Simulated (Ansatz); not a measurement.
Cost and result for the atomization energy of C3H10SeSi (`CC[Se][SiH2]C`) (15 atoms, 14 bonds).

Cartesian coordinates in Å:
```
C 2.0592 -0.6800 1.2287
C 1.8250 0.5952 0.4511
Se 0.0008 1.3149 0.6327
Si -1.0595 -0.1951 -0.6954
C -2.8057 0.4042 -0.9679
H 1.8523 -0.5370 2.2908
H 3.1001 -1.0021 1.1227
H 1.4202 -1.4901 0.8717
H 2.4635 1.4042 0.8089
H 2.0195 0.4673 -0.6144
H -1.0704 -1.5508 -0.0780
H -0.3070 -0.3019 -1.9776
H -3.3367 0.4929 -0.0176
H -3.3522 -0.3015 -1.5985
H -2.8092 1.3799 -1.4572
```

Charge 0, multiplicity 1. Correlated methods include outer-core shells of Se, which these sets cover unevenly. Scalar relativity is left out up to krypton. The geometry is a stationary point of PBE0-D4/def2-TZVP. It is one conformer, not always the lowest. Program: Ansatz. All runs use 2 threads of an AMD EPYC 7R13 on a shared host and a share of an NVIDIA H100 80 GB. Times are those of one run each, without the atoms' runs, and a repeat can differ threefold. Electronic energies, without spin–orbit coupling; frozen cores. CCSD(T)/CBS adds CCSD(T) − MP2 in def2-TZVPP to the MP2 limit, and its time is that of the two runs behind it. T1 = 0.009. With those shells the extrapolation isn't a true limit. B3LYP takes the VWN-RPA correlation (the form of Gaussian; ORCA's B3LYP/G).

CCSD(T)/CBS is a level of theory with its own doubt, some kJ/mol a heavy atom from the limit and from the frozen cores, so smaller differences don't rank the functionals.

| level | functions | wall time |
| --- | --- | --- |
| PBE-D4/def2-TZVPP (with forces) | 323 | 6 s |
| r2SCAN-D4/def2-TZVPP (with forces) | 323 | 7.5 s |
| PBE0-D4/def2-TZVPP | 323 | 8.5 s |
| B3LYP-D4/def2-TZVPP (with forces) | 323 | 11 s |
| ωB97X-V/def2-TZVPP | 323 | 13 s |
| B2PLYP/def2-TZVPP | 323 | 13 s |
| ωB97M-V/def2-TZVPP (with forces) | 323 | 14 s |
| CCSD(T)/def2-TZVPP | 323 | 15 s |
| MP2/def2-QZVPP | 630 | 15 s |
| CCSD(T)/CBS(def2) | – | 30 s |

(1) What atomization energy does each give, and how far from CCSD(T)/CBS? (Estimate.)

## Answers

(1) The calculation gave: 
```json
{"level": "PBE-D4/def2-TZVPP (with forces)", "atomization (kJ/mol)": "5417.7", "difference from CCSD(T)/CBS": "42.8", "per bond": "3.1"}
{"level": "r2SCAN-D4/def2-TZVPP (with forces)", "atomization (kJ/mol)": "5376.1", "difference from CCSD(T)/CBS": "1.2", "per bond": "0.1"}
{"level": "PBE0-D4/def2-TZVPP", "atomization (kJ/mol)": "5374.0", "difference from CCSD(T)/CBS": "-0.9", "per bond": "-0.1"}
{"level": "B3LYP-D4/def2-TZVPP (with forces)", "atomization (kJ/mol)": "5364.2", "difference from CCSD(T)/CBS": "-10.7", "per bond": "-0.8"}
{"level": "ωB97X-V/def2-TZVPP", "atomization (kJ/mol)": "5379.7", "difference from CCSD(T)/CBS": "4.8", "per bond": "0.3"}
{"level": "B2PLYP/def2-TZVPP", "atomization (kJ/mol)": "5301.1", "difference from CCSD(T)/CBS": "-73.8", "per bond": "-5.3"}
{"level": "ωB97M-V/def2-TZVPP (with forces)", "atomization (kJ/mol)": "5367.2", "difference from CCSD(T)/CBS": "-7.7", "per bond": "-0.6"}
{"level": "CCSD(T)/def2-TZVPP", "atomization (kJ/mol)": "5250.2", "difference from CCSD(T)/CBS": "-124.7", "per bond": "-8.9"}
{"level": "MP2/def2-QZVPP", "atomization (kJ/mol)": "5347.9", "difference from CCSD(T)/CBS": "-27.0", "per bond": "-1.9"}
{"level": "CCSD(T)/CBS(def2)", "atomization (kJ/mol)": "5374.9", "difference from CCSD(T)/CBS": "0.0", "per bond": "0.0"}
```

In def2-TZVPP, CCSD(T) changes the Hartree–Fock value by +1206.4 kJ/mol (the triples alone add +62.2 kJ/mol) and MP2 by +1231.2 kJ/mol; breaking electron pairs costs correlation energy, which Hartree–Fock lacks. The D4 term adds +55.1 kJ/mol with B3LYP and +29.1 kJ/mol with PBE0; it sums over pairs of atoms, weighted by their polarisabilities, and B3LYP, whose exchange is more repulsive, gets the larger term. From PBE to PBE0 (25 % exact exchange), in def2-TZVPP and without D4, the atomization energy moves by −38.7 kJ/mol: exact exchange takes away binding that semilocal exchange gives to molecules.
